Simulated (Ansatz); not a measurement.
`[SiH3]C[NH][GaH2]` + `[SiH3][SeH]` → `[SiH3][Se][GaH2]` + `NC[SiH3]` at 500 K and 1 bar (ligand exchange at a Ga–N bond).

Calculated with Ansatz (gas phase, PBE0-D4/def2-TZVP geometries, no zero-point term in ΔE). CCSD(T)/CBS is the MP2 limit (def2-TZVPP, def2-QZVPP) plus CCSD(T) − MP2 in def2-TZVPP, frozen cores. For Ga, Se outer-core shells are correlated without core-valence functions, which leaves a few kJ/mol of doubt a bond. Scalar relativity is left out up to krypton. One conformer a species, not always the lowest.

```json
{"species": "`[SiH3]C[NH][GaH2]`", "CCSD(T)/CBS energy (Eh)": "-2310.57536", "H − E (kJ/mol)": "267.1", "S (J/(mol·K))": "431.0"}
{"species": "`[SiH3][SeH]`", "CCSD(T)/CBS energy (Eh)": "-2692.20088", "H − E (kJ/mol)": "115.2", "S (J/(mol·K))": "325.5"}
{"species": "`[SiH3][Se][GaH2]`", "CCSD(T)/CBS energy (Eh)": "-4616.77283", "H − E (kJ/mol)": "147.4", "S (J/(mol·K))": "412.5"}
{"species": "`NC[SiH3]`", "CCSD(T)/CBS energy (Eh)": "-386.02732", "H − E (kJ/mol)": "245.0", "S (J/(mol·K))": "347.4"}
```

H − E and S are ideal-gas, rigid-rotor, harmonic terms from PBE0-D4/def2-TZVP, for one conformer and one mirror image of each species. 1 Eh = 2625.50 kJ/mol, R = 8.31446 J/(mol·K).

Q: By hand: ΔE, ΔH, ΔS and ΔG.

A: ΔE = (-4616.77283) + (-386.02732) − (-2310.57536) − (-2692.20088) = -0.02391 Eh = -62.8 kJ/mol. Δ(H − E) = 147.4 + 245.0 − 267.1 − 115.2 = 10.1, so ΔH = -52.7 kJ/mol. ΔS = 412.5 + 347.4 − 431.0 − 325.5 = 3.4 J/(mol·K). ΔG = -52.7 − 500 × (3.4)/1000 = -54.4 kJ/mol.

Q: By hand: the equilibrium constant, and the temperature at which ΔG would vanish if ΔH and ΔS stayed fixed.

A: log₁₀ K = −ΔG/(RT ln 10) = 5.7. ΔH and −TΔS have one sign here, so there is no such temperature. One of them is within its doubt of zero, so this could turn.

The number of gas molecules stays the same, so ΔS is small and ΔH decides. A doubt of 5 kJ/mol in ΔE shifts log₁₀ K by 0.5 here. Other conformers and mirror images would add mixing entropy, several J/(mol·K) or more a flexible species. Modes under 60 cm⁻¹, often nearly free rotors, make the harmonic entropy too high. These are equilibria of isolated gas molecules and say nothing of rates. Largest T1 diagnostic: 0.015 (customary marks: 0.02 for closed shells, 0.045 for open ones).
